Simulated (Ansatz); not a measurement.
Geometry optimisation, RKS PBE0/def2-SVP (Ansatz).

Input file:

```yaml
crystal:
  periodic: [false, false, false]
  atoms:
    - { symbol: W, position_ang: [-0.292081, 0.269412, -0.470874] }
    - { symbol: H, position_ang: [-0.056492, -0.612894, 2.318353] }
    - { symbol: O, position_ang: [1.397737, 0.39541, 0.264942] }
    - { symbol: H, position_ang: [2.019297, -0.158363, 0.757485] }
    - { symbol: F, position_ang: [-0.06049, 1.853828, -1.405023] }
    - { symbol: Cl, position_ang: [-2.473225, -0.093198, -1.219994] }
    - { symbol: F, position_ang: [-0.327366, -1.440302, 0.278426] }
    - { symbol: F, position_ang: [0.216067, -0.543845, -2.063717] }
    - { symbol: O, position_ang: [-1.132864, 1.193868, 0.962194] }
    - { symbol: H, position_ang: [-2.056453, 1.461527, 1.037448] }
    - { symbol: H, position_ang: [-0.26693, 0.001355, 2.622861] }
basis:
  gaussian: { orbitals: def2-SVP }
hamiltonian:
  xc: pbe0
relax:
  f_tol: 0.03
  max_steps: 50
```

Command:

```bash
$ ansatz run input.yaml --threads 4 --pin off --max-ram 5120MiB --backend cpu --events-out ev --progress --plain --runs-dir out
```

Where does it end, and by what steps?

The run converged. The force dipped under the threshold on the way, but the program's further checks kept it going. After 39 steps the energy has fallen by 0.346 eV; H11 moved furthest, 2.03 Å.

```json
{"step": "0", "energy less start (eV)": "0.0000", "largest force component (eV/Å)": "1.577", "accepted": "yes"}
{"step": "2", "energy less start (eV)": "-0.2430", "largest force component (eV/Å)": "0.158", "accepted": "yes"}
{"step": "4", "energy less start (eV)": "-0.2842", "largest force component (eV/Å)": "0.186", "accepted": "yes"}
{"step": "6", "energy less start (eV)": "-0.2926", "largest force component (eV/Å)": "0.158", "accepted": "yes"}
{"step": "8", "energy less start (eV)": "-0.2782", "largest force component (eV/Å)": "0.836", "accepted": "no"}
{"step": "10", "energy less start (eV)": "-0.2966", "largest force component (eV/Å)": "0.283", "accepted": "yes"}
{"step": "12", "energy less start (eV)": "-0.2998", "largest force component (eV/Å)": "0.028", "accepted": "yes"}
{"step": "14", "energy less start (eV)": "-0.2973", "largest force component (eV/Å)": "0.418", "accepted": "no"}
{"step": "16", "energy less start (eV)": "-0.3012", "largest force component (eV/Å)": "0.025", "accepted": "yes"}
{"step": "18", "energy less start (eV)": "-0.3028", "largest force component (eV/Å)": "0.069", "accepted": "yes"}
{"step": "20", "energy less start (eV)": "-0.3047", "largest force component (eV/Å)": "0.048", "accepted": "yes"}
{"step": "22", "energy less start (eV)": "-0.3056", "largest force component (eV/Å)": "0.079", "accepted": "yes"}
{"step": "24", "energy less start (eV)": "-0.3073", "largest force component (eV/Å)": "0.133", "accepted": "yes"}
{"step": "26", "energy less start (eV)": "-0.3108", "largest force component (eV/Å)": "0.083", "accepted": "yes"}
{"step": "28", "energy less start (eV)": "-0.3148", "largest force component (eV/Å)": "0.148", "accepted": "yes"}
{"step": "30", "energy less start (eV)": "-0.3276", "largest force component (eV/Å)": "0.084", "accepted": "yes"}
{"step": "32", "energy less start (eV)": "-0.3347", "largest force component (eV/Å)": "0.274", "accepted": "yes"}
{"step": "34", "energy less start (eV)": "-0.3433", "largest force component (eV/Å)": "0.082", "accepted": "yes"}
{"step": "36", "energy less start (eV)": "-0.3456", "largest force component (eV/Å)": "0.076", "accepted": "yes"}
{"step": "38", "energy less start (eV)": "-0.3461", "largest force component (eV/Å)": "0.035", "accepted": "yes"}
{"step": "39", "energy less start (eV)": "-0.3463", "largest force component (eV/Å)": "0.010", "accepted": "yes"}
```

```xyz
11
Properties=species:S:1:pos:R:3
W -0.495 0.418 -0.521
H 0.719 -1.315 2.625
O 0.935 0.594 0.641
H 1.188 0.074 1.420
F 0.271 1.598 -1.727
Cl -2.391 -0.058 -1.800
F -1.079 -0.887 0.694
F 0.296 -0.937 -1.522
O -1.505 1.772 0.232
H -2.357 2.200 0.092
H 1.385 -1.132 2.949
```

Whether the end is a true minimum wasn't checked by a vibrational analysis.

Run time: 2.1 min on 4 threads of Arm Neoverse V2, on a shared host, peak memory 0.44 GiB.
